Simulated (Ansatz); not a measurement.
`[CH3][AlH][SiH2]C`: the same geometry under several functionals.

```yaml
crystal:
  periodic: [false, false, false]
  atoms:
    - {symbol: C, position_ang: [-1.922846, 1.396536, -0.072723]}
    - {symbol: Al, position_ang: [-1.225018, -0.192340, -0.976039]}
    - {symbol: Si, position_ang: [0.947937, -1.185088, -0.379900]}
    - {symbol: C, position_ang: [1.859537, -0.273387, 0.996535]}
    - {symbol: H, position_ang: [-2.904067, 1.187812, 0.367903]}
    - {symbol: H, position_ang: [-1.271199, 1.773703, 0.718407]}
    - {symbol: H, position_ang: [-2.079763, 2.206452, -0.794162]}
    - {symbol: H, position_ang: [-2.105277, -0.849604, -2.132500]}
    - {symbol: H, position_ang: [1.829106, -1.238850, -1.587991]}
    - {symbol: H, position_ang: [0.755358, -2.610629, 0.032270]}
    - {symbol: H, position_ang: [1.262567, -0.255489, 1.911174]}
    - {symbol: H, position_ang: [2.060831, 0.761084, 0.709122]}
    - {symbol: H, position_ang: [2.813335, -0.754799, 1.222805]}
basis:
  gaussian: {orbitals: def2-TZVPP}
hamiltonian: {xc: {name: r2SCAN0}, dispersion: d4}
output: {orbitals: {seedname: orbitals}}
```

```sh
$ ansatz run in.yaml --threads 4 --pin off --events-out ev --progress --plain
```

Output, abridged:

```
Functional definition: r2SCAN0
1482 factors; their error is unknown
mean field evaluation 1: about -16683.6383 eV, gradient 6.6e1 eV
mean field evaluation 2: about -16680.5764 eV, gradient 6.8e1 eV
mean field evaluation 4: about -16693.4073 eV, gradient 1.3e0 eV
mean field evaluation 8: about -16693.4310 eV, gradient 3.7e-1 eV
mean field evaluation 16: about -16693.4312 eV, gradient 4.4e-5 eV
mean field -16693.43119054 eV, -613.4722810384 hartree, gradient 4.4e-5 eV, S^2 0.000000; 0 other end points of the search recorded, 0 dependent functions left out
reference -16693.43120327 eV, -613.4722815061 hartree; 24, 24 occupied and 248, 248 virtual orbitals, 1482 factors
Total energy: -16693.50288408 eV, -613.4749157271 hartree
```

Hardware: 4 threads of a server CPU on a shared host. Wall time 4.9 s, peak host memory 0.69 GiB.

Changing it to `hamiltonian: {xc: {name: B97M-V}}` (abridged; 9.5 s):

```
Functional definition: B97M-V
mean field evaluation 16: about -16693.3267 eV, gradient 3.9e-4 eV
mean field -16693.32667829 eV, -613.4684402840 hartree, gradient 2.7e-5 eV, S^2 0.000000
Total energy: -16693.32675686 eV, -613.4684431714 hartree
```

The same input with `hamiltonian: {xc: pbe0, dispersion: d4}` (abridged; 3.2 s):

```
Functional definition: PBE0
mean field evaluation 16: about -16687.4558 eV, gradient 4.9e-5 eV
mean field -16687.45577606 eV, -613.2526886065 hartree, gradient 4.9e-5 eV, S^2 0.000000
Total energy: -16687.65720009 eV, -613.2600908029 hartree
```

Changing it to `hamiltonian: {xc: lda}` (abridged; 1.4 s):

```
Functional definition: SPW92
mean field evaluation 16: about -16614.4638 eV, gradient 4.7e-4 eV
mean field -16614.46377119 eV, -610.5702819033 hartree, gradient 4.8e-5 eV, S^2 0.000000
Total energy: -16614.46382144 eV, -610.5702837497 hartree
```

The same input with `hamiltonian: {xc: {name: CAM-B3LYP}, dispersion: d4}` (abridged; 3.6 s):

```
Functional definition: CAM-B3LYP
mean field evaluation 16: about -16695.6218 eV, gradient 2.5e-5 eV
mean field -16695.62178607 eV, -613.5527839391 hartree, gradient 2.5e-5 eV, S^2 0.000000
Total energy: -16695.82900014 eV, -613.5603989159 hartree
```

Changing it to `hamiltonian: {xc: {name: revPBE}, dispersion: d4}` (abridged; 2.2 s):

```
Functional definition: revPBE
mean field evaluation 16: about -16692.9758 eV, gradient 1.6e-4 eV
mean field -16692.97578996 eV, -613.4555453755 hartree, gradient 3.1e-5 eV, S^2 0.000000
Total energy: -16693.64073518 eV, -613.4799816617 hartree
```
